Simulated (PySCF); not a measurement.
Cl$_{3}$Sn (SMILES [Cl][Sn+]([Cl])[Cl]), charge +1, singlet, geometry from GFN2-xTB (such geometries of metal compounds can be far from the true shape) (core potentials on Sn). Base run: PBE/def2-SVP (PySCF).

PySCF was given this input:
```python
from pyscf import gto, scf, dft, solvent

mol = gto.M(
    atom='''
Sn   -0.000000    0.000000   -0.000000
Cl    2.219895   -0.259555   -0.450078
Cl   -0.914077   -0.991978    1.838019
Cl   -1.305817    1.251533   -1.387941
''',
    basis='def2-svp',
    ecp={'Sn': 'def2-svp'},
    charge=1,
    spin=0,
    verbose=4,
)

mf = dft.RKS(mol)
mf.xc = 'pbe'
mf.kernel()
```

The base run was repeated with changes; each row names its change, and settings that it needs were set with it.

| change | ΔE vs base (kJ/mol) | HOMO-LUMO gap (eV) |
|---|---|---|
| base | 0.00 | 2.93 |
| model = SS(V)PE; solvent = methanol | [?] | 2.98 |
| model = IEF-PCM; solvent = methanol; r_probe = 0.5 | [?] | 2.94 |
| model = IEF-PCM; solvent = methanol; vdw_scale = 1.1 | -257.7 | 3.02 |
| model = IEF-PCM; solvent = methanol; vdw_scale = 1.0 | -301.6 | 3.09 |
| model = IEF-PCM; solvent = dimethylsulfoxide | -231.8 | 2.98 |
| model = IEF-PCM; solvent = tetrahydrofuran | -203.7 | 2.97 |
| model = IEF-PCM; solvent = toluene | [?] | [?] |
| model = IEF-PCM; solvent = methanol; lebedev_order = 41 | -229.6 | 2.98 |
| model = IEF-PCM; solvent = methanol; vdw_scale = 1.4 | -194.6 | 2.94 |
| model = IEF-PCM; solvent = methanol | -229.5 | 2.98 |
| model = ddCOSMO; solvent = methanol | -248.4 | 3.01 |

Task: Complete the blanks.

Result: 
- model = SS(V)PE; solvent = methanol, ΔE vs base (kJ/mol): -222.7
- model = IEF-PCM; solvent = methanol; r_probe = 0.5, ΔE vs base (kJ/mol): -188.5
- model = IEF-PCM; solvent = toluene, ΔE vs base (kJ/mol): -134.4
- model = IEF-PCM; solvent = toluene, HOMO-LUMO gap (eV): 2.95

The base is the gas phase, so ΔE is the electrostatic part of solvation at a fixed geometry, without cavity and dispersion terms.
